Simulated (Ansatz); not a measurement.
`BO[SiH2]B` + `O[BH][AlH2]` → `B[SiH2][B](O)[AlH2]` + `BO`  (formal exchange of groups at the Si–O bond)

Computed with Ansatz on PBE0-D4/def2-TZVP structures; ΔE is electronic, products minus reactants. CCSD(T)/CBS is the MP2 limit (def2-TZVPP, def2-QZVPP) plus CCSD(T) − MP2 in def2-TZVPP, frozen cores. This one scheme is used for every species. Functionals use def2-TZVPP. B3LYP here is the variant with VWN-RPA as its local correlation; programs differ in this. Each species was taken in one conformer, which may not be the lowest.

```json
{"level": "PBE0-D4", "ΔE (kJ/mol)": "68.8"}
{"level": "ωB97M-V", "ΔE (kJ/mol)": "97.8"}
{"level": "PBE", "ΔE (kJ/mol)": "51.0"}
{"level": "r2SCAN", "ΔE (kJ/mol)": "69.5"}
{"level": "B3LYP", "ΔE (kJ/mol)": "100.8"}
{"level": "HF/def2-TZVPP", "ΔE (kJ/mol)": "161.1"}
{"level": "HF/CBS(def2)", "ΔE (kJ/mol)": "163.4"}
{"level": "MP2/CBS(def2)", "ΔE (kJ/mol)": "106.6"}
```

(1) What does CCSD(T)/CBS give? (Estimate.)

Largest T1 diagnostic among the species: 0.020, so the coupled-cluster value is less sure than usual.

Answers

(1) Ansatz gave: +97.9 kJ/mol. The listed levels differ from it by -29.1, -0.1, -46.9, -28.4, 2.9, 63.2, 65.5, 8.7 kJ/mol.

The D4 term adds −6.5 kJ/mol with B3LYP and −3.7 kJ/mol with PBE0; it sums over pairs of atoms, weighted by their polarisabilities, and B3LYP, whose exchange is more repulsive, gets the larger term. In def2-TZVPP, CCSD(T) changes the Hartree–Fock value by −63.4 kJ/mol (the triples alone add −12.0 kJ/mol) and MP2 by −54.7 kJ/mol. From PBE to PBE0 (25 % exact exchange), in def2-TZVPP and without D4, ΔE moves by +21.5 kJ/mol.
